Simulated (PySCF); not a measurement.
Spinor energies of Cr¹⁸⁺ (chromium, charge +18)

Start: [He] 2s2 2p2; 2p1/2 filled at m_j = -1/2, +1/2. Calculated with PySCF 2.14 in an even-tempered Gaussian basis (17 s from 4.2 bohr⁻², ratio 2.4; 11 p from 5.4 bohr⁻², ratio 2.4; 5 d from 20 bohr⁻², ratio 2.6; 5 f from 30 bohr⁻², ratio 2.6): generalised Hartree-Fock with the X2C-1e Hamiltonian and a Gaussian nucleus; one run each with spin-orbit coupling (SO) switched off, then screened by Boettger's factors.

```tsv
spinor shell	electrons	ε, spin-free (eV)	ε, screened SO (eV)	weight of nominal j (screened SO)	rms radius, screened SO (bohr)
1s1/2	2	-6968.4	-6967.5	1.000	0.0729
2s1/2	2	-1453.7	-1453.4	1.000	0.294
2p1/2	2	-1396.3	-1397.9	0.755	0.257
```

| quantity | spin-free | screened SO |
| --- | --- | --- |
| E (hartree) | -794.46959 | -794.69540 |
| M_J | 0 | 0 |
| ⟨J²⟩ | 2.000 | 0.941 |
| ⟨L²⟩ | 2.000 | 1.832 |
| ⟨S²⟩ | 2.000 | 1.822 |

The determinant has a definite M_J but mixes levels of different J.

Each row is a mean over spinors that exchange with the open shell spreads, by up to 30.683 eV (2s1/2).

Rows whose weight is well below 1 are mixtures of j = l ± 1/2: exchange outweighs spin-orbit coupling there, and the label is only the starting occupation.

Without spin-orbit coupling the j labels of p, d and f shells carry no meaning; the spin-free column gives the mean over the occupied spinors of each nl shell.
